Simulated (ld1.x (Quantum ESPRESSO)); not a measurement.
**u(r) = r·R(r): atom against pseudo-atom (Ag (Z = 47))**

Columns: radius, all-electron u(r) and pseudo u(r) of the 4d shell (level -9.60 eV) of silver in the configuration [Ar] 3d10 4s2 4p6 4d10 5s0.75 5p0; LDA (PZ), scalar-relativistic, ultrasoft scheme, ld1.x (Quantum ESPRESSO) 7.5.

```
r (bohr)  all-electron   pseudo
   0.093        0.1916  -0.0013
   0.185        0.4313  -0.0097
   0.278        0.4012  -0.0316
   0.370        0.1830  -0.0707
   0.463       -0.0992  -0.1295
   0.555       -0.3612  -0.2053
   0.648       -0.5741  -0.2960
   0.740       -0.7251  -0.3935
   0.833       -0.8225  -0.4925
   0.925       -0.8743  -0.5834
   1.018       -0.8927  -0.6612
   1.110       -0.8868  -0.7190
   1.203       -0.8644  -0.7551
   1.295       -0.8317  -0.7685
   1.388       -0.7922  -0.7613
   1.480       -0.7497  -0.7378
   1.573       -0.7055  -0.7026
   1.665       -0.6618  -0.6617
   1.758       -0.6186  -0.6187
   1.850       -0.5774  -0.5774
   1.943       -0.5377  -0.5377
   2.035       -0.5005  -0.5005
   2.128       -0.4651  -0.4651
   2.220       -0.4322  -0.4322
   2.313       -0.4011  -0.4011
   2.405       -0.3725  -0.3725
```

(1) How many radial nodes do the two functions have?

(2) At about which radius was the pseudo-wave matched?

(3) Is the pseudo-wave norm-conserving?

## Answers

(1) The all-electron 4d function has n − l − 1 = 1; the pseudo-wave has 0, since the states of the same l below it are removed with the core.

(2) 1.85 bohr. The columns agree to 0.0005 from 1.67 bohr on; several derivatives are matched, so the curves merge somewhat inside the radius.

(3) No, it belongs to an ultrasoft set: the norm inside the radius is not constrained, and the difference is carried by the augmentation charge.
